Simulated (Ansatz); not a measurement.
Ansatz (an electronic-structure program) input (B3LYP/LANL2DZ): The .json file is the Basis Set Exchange's LANL2DZ.

Ansatz 0.2 input:
```yaml
crystal:
  periodic: [false, false, false]
  atoms:
    - {symbol: C, position_ang: [2.15572700, -0.44303300, -1.27070000]}
    - {symbol: Se, position_ang: [1.54302400, 0.87048800, 0.04897800]}
    - {symbol: C, position_ang: [-0.39046200, 0.67783800, -0.27006800]}
    - {symbol: C, position_ang: [-1.12693600, 1.84770100, 0.35602100]}
    - {symbol: Se, position_ang: [-0.98205800, -1.07277000, 0.43716800]}
    - {symbol: C, position_ang: [-2.70128100, -1.17279800, -0.51252200]}
    - {symbol: H, position_ang: [1.91516800, -0.10327900, -2.27549300]}
    - {symbol: H, position_ang: [1.68963400, -1.40342700, -1.06673300]}
    - {symbol: H, position_ang: [3.23483700, -0.52004000, -1.15723100]}
    - {symbol: H, position_ang: [-0.53693300, 0.64979300, -1.34883600]}
    - {symbol: H, position_ang: [-2.20349100, 1.74496200, 0.21071000]}
    - {symbol: H, position_ang: [-0.93912500, 1.89808900, 1.42902700]}
    - {symbol: H, position_ang: [-0.80974500, 2.78903100, -0.09904100]}
    - {symbol: H, position_ang: [-3.37582900, -0.38926900, -0.17585500]}
    - {symbol: H, position_ang: [-3.13049800, -2.14430700, -0.27572900]}
    - {symbol: H, position_ang: [-2.53913400, -1.10220300, -1.58617900]}
basis:
  gaussian:
    orbitals: LANL2DZ.json
hamiltonian:
  xc: {name: B3LYP}
output: {forces: true}
```

Output:

```
Functional definition: B3LYP
integrals: 0.04 GiB planned
954 factors; integrals over basis functions are off by at most 6.3e-4 eV
mean field: 0.28 GiB planned
mean field evaluation 1: about -4801.2710 eV, gradient 6.4e1 eV
mean field evaluation 2: about -4792.5384 eV, gradient 8.2e1 eV
mean field evaluation 4: about -4812.2455 eV, gradient 3.4e0 eV
mean field evaluation 8: about -4812.5490 eV, gradient 1.5e-1 eV
mean field evaluation 16: about -4812.5491 eV, gradient 4.2e-5 eV
mean field -4812.54909926 eV, -176.8579173350 hartree, gradient 4.2e-5 eV, S^2 0.000000; 0 other end points of the search recorded, 0 dependent functions left out
the calculation of the forces begins
reference -4812.54937967 eV, -176.8579276398 hartree; 23, 23 occupied and 49, 49 virtual orbitals, 954 factors
Total energy: -4812.54937967 eV, -176.8579276398 hartree
Atom 0 at     2.155727    -0.443033    -1.270700 Å, force     0.126821    -0.210109    -0.240053 eV/Å
Atom 1 at     1.543024     0.870488     0.048978 Å, force     0.596797     0.650457     0.602629 eV/Å
Atom 2 at    -0.390462     0.677838    -0.270068 Å, force    -0.093079     0.018218    -0.334787 eV/Å
Atom 3 at    -1.126936     1.847701     0.356021 Å, force    -0.142852     0.240467     0.066413 eV/Å
Atom 4 at    -0.982058    -1.072770     0.437168 Å, force     0.296694    -0.658478     0.650322 eV/Å
Atom 5 at    -2.701281    -1.172798    -0.512522 Å, force    -0.309603    -0.031478    -0.180212 eV/Å
Atom 6 at     1.915168    -0.103279    -2.275493 Å, force    -0.013288    -0.003085    -0.216375 eV/Å
Atom 7 at     1.689634    -1.403427    -1.066733 Å, force    -0.043987    -0.199229    -0.028905 eV/Å
Atom 8 at     3.234837    -0.520040    -1.157231 Å, force     0.214470    -0.080905    -0.036155 eV/Å
Atom 9 at    -0.536933     0.649793    -1.348836 Å, force    -0.098416     0.052086    -0.230121 eV/Å
Atom 10 at    -2.203491     1.744962     0.210710 Å, force    -0.210333     0.023889    -0.006509 eV/Å
Atom 11 at    -0.939125     1.898089     1.429027 Å, force     0.007758     0.043886     0.205324 eV/Å
Atom 12 at    -0.809745     2.789031    -0.099041 Å, force     0.029445     0.200011    -0.060205 eV/Å
Atom 13 at    -3.375829    -0.389269    -0.175855 Å, force    -0.165723     0.121598     0.023744 eV/Å
Atom 14 at    -3.130498    -2.144307    -0.275729 Å, force    -0.151059    -0.176542    -0.000409 eV/Å
Atom 15 at    -2.539134    -1.102203    -1.586179 Å, force    -0.043645     0.009214    -0.214702 eV/Å
Dipole moment:    -0.267859     0.014306    -0.416556 e Å
```

The geometry given is a B3LYP-D3(BJ)/def2-TZVP minimum.
